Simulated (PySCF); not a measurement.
C5H7F, SMILES C1=C(F)[C@H](C1)C.

The structure is a stationary point at B3LYP-D3(BJ)/def2-SVP. The structure was generated by enumeration; whether it is a known compound was not checked.

Level of theory: PySCF with CAM-B3LYP/def2-TZVP.

Gas-phase values at a fixed geometry.

| Property | Value |
|---|---|
| total energy | -294.50774 hartree |
| highest occupied level | -8.39 eV |
| lowest empty level | 1.62 eV |
| orbital gap | 10.01 eV |
| dipole moment | 1.51 D |
| quadrupole, principal values (traceless, Buckingham form, about the centre of nuclear charge) | -3.45, 0.05, 3.39 D·Å |
| mean static polarisability | 57.2 bohr³ (8.47 Å³) |
| polarisability, principal values | 46.9, 58.2, 66.3 bohr³ |
